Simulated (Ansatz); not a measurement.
The first iterations of a band of C₂H₂ClSi (6 atoms, charge 1, multiplicity 1).

Method: RKS B3LYP-D4/def2-SVP in Ansatz.

| Quantity | Value |
| --- | --- |
| movable images | 6 |
| climbing image | no |
| spring | 5.0 eV/Å² |
| optimiser | quadratic models (default) |
| start path | through a guess of the saddle point |
| force threshold | 0.03 eV/Å |
| iteration limit | 60 |
| end points | relaxed |

Initial state:

```xyz
6
Properties=species:S:1:pos:R:3
C -0.237 1.229 -0.034
C 0.035 -0.042 -0.069
Si 0.066 -1.700 0.727
Cl 0.831 -3.080 -0.530
H -0.677 1.750 0.834
H -0.018 1.843 -0.928
```

Final state:

```xyz
6
Properties=species:S:1:pos:R:3
C -0.272 1.221 0.062
C -0.018 -0.055 0.075
Si 0.613 -1.568 -0.760
Cl 0.467 -3.169 0.459
H -0.715 1.687 0.963
H -0.075 1.884 -0.799
```

| iteration | highest image above the first end (eV) | largest band force component (eV/Å) |
| --- | --- | --- |
| 1 | 1.549 | 7.928 |
| 2 | 1.168 | 1.754 |
| 3 | 1.248 | 2.451 |
| 4 | 1.045 | 0.909 |
| 5 | 1.028 | 1.310 |
| 6 | 0.996 | 1.036 |
| 7 | 0.978 | 0.239 |
| 8 | 0.965 | 0.536 |
| 9 | 0.931 | 0.386 |

Question: Does the band converge within its limit, and where does its top end?

Answer: The run converged. It ended after 29 iterations with the highest image 0.842 eV above the first end. No image climbed, so the highest image needn't sit at the top of the path.

The run took 6.3 min on 1 thread of Arm Neoverse V1, with other jobs on the host, peak memory 0.14 GiB.
